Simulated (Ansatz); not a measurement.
Consider the redistribution: `[Cl][Sn]([Cl])([Cl])[Br]` + `C[CH2][Al]([SiH3])[Cl]` → `[SiH3][Sn]([Cl])([Cl])[Cl]` + `C[CH2][Al]([Cl])[Br]`.

Isolated molecules relaxed with PBE0-D4/def2-TZVP in Ansatz; ΔE leaves out vibrations. CCSD(T)/CBS adds triple-zeta CCSD(T) − MP2 to the extrapolated MP2 energy (def2 sets, frozen cores). Functionals use def2-TZVPP. B3LYP here is the variant with VWN-RPA as its local correlation; programs differ in this. def2 core potentials past Kr. For Br, Sn outer-core shells are correlated without core-valence functions, which leaves a few kJ/mol of doubt a bond. Scalar relativity is left out up to krypton. One conformer a species, not always the lowest.

```tsv
level	ΔE (kcal/mol)	difference from CCSD(T)/CBS
PBE-D4	-25.4	1.7
r2SCAN-D4	-27.4	-0.3
B3LYP-D4	-27.1	0.0
MP2/def2-TZVPP	-29.3	-2.2
SCS-MP2/def2-TZVPP	-28.4	-1.3
CCSD(T)/def2-TZVPP	-27.1	0.0
HF/def2-QZVPP	-27.5	-0.4
MP2/def2-QZVPP	-29.2	-2.1
SCS-MP2/def2-QZVPP	-28.3	-1.2
HF/CBS(def2)	-27.5	-0.4
CCSD(T)/CBS	-27.1	0
```

Largest T1 diagnostic among the species: 0.011.

From PBE to PBE0 (25 % exact exchange), in def2-TZVPP and without D4, ΔE moves by −0.8 kcal/mol.
